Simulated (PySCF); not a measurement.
TDDFT excited states: C6H3N

C6H3N.
Geometry (PBE0-D3(BJ)/def2-SVP, Å), atoms numbered from 1 in this order:
```xyz
10
C6H3N angstrom
C     -2.3470    1.0769   -0.1291
C     -1.4548    0.1348   -0.0296
C     -0.5538   -0.8269    0.0721
C      0.8289   -0.6212   -0.1560
C      2.0243   -0.4734   -0.3454
C      3.3680   -0.2973   -0.5591
N      4.5080   -0.1491   -0.7403
H     -2.8514    1.2783   -1.0807
H     -2.6136    1.6973    0.7338
H     -0.8764   -1.8403    0.3477
```

Computed, not measured: TDDFT B3LYP/def2-SVPD, vertical, gas phase, core orbitals frozen in the response in PySCF.

| state | E (eV) | λ (nm) | ν̃ (cm⁻¹) | f | symmetry | main configurations (H = HOMO, L = LUMO) |
| --- | --- | --- | --- | --- | --- | --- |
| S1 | 4.47 | 277.5 | 36030 | 0.0001 | – | H→L+1 (91%) |
| S2 | 4.66 | 266.3 | 37550 | 0.0000 | – | H-1→L (91%) |
| S3 | 4.68 | 265.1 | 37720 | 0.212 | A′ | H→L (70%), H-1→L+1 (24%) |
| S4 | 5.04 | 246.0 | 40650 | 0.0000 | – | H-2→L (95%) |
| S5 | 5.55 | 223.4 | 44760 | 0.0000 | – | H→L+2 (93%) |
| S6 | 6.28 | 197.5 | 50620 | 0.046 | A′ | H-2→L+1 (83%) |

The lowest singlet comes at 278 nm (431 kJ/mol) in the ultraviolet; it is dark (f under 0.0005); its leading configuration is HOMO→LUMO+1 (91%). The strongest level in the table is S3 at 4.68 eV (265 nm, f = 0.212). Löwdin shares by element: HOMO carbon 71% or more (atoms not listed hold the other 29%); LUMO carbon 51% or more, nitrogen 13% (atoms not listed hold the other 36%). Of the 6 states listed, 2 reach f = 0.01 and 4 stay under 0.0005. The oscillator strengths of these states sum to 0.257; summed over the whole spectrum of an exact calculation they would give the number of electrons, 46 (Thomas–Reiche–Kuhn). The listed states span 1.81 eV, and the widest gap between neighbours is 0.73 eV (S5 to S6). Symmetry labels in Cs follow from the direction of the transition dipole and are given only for states with f of 0.002 or more. Singlets were solved by full linear response.

Time: 17 s wall (grids of density and orbitals included); peak memory 0.71 GiB. Hardware: one thread of an Arm Neoverse V2, shared host.
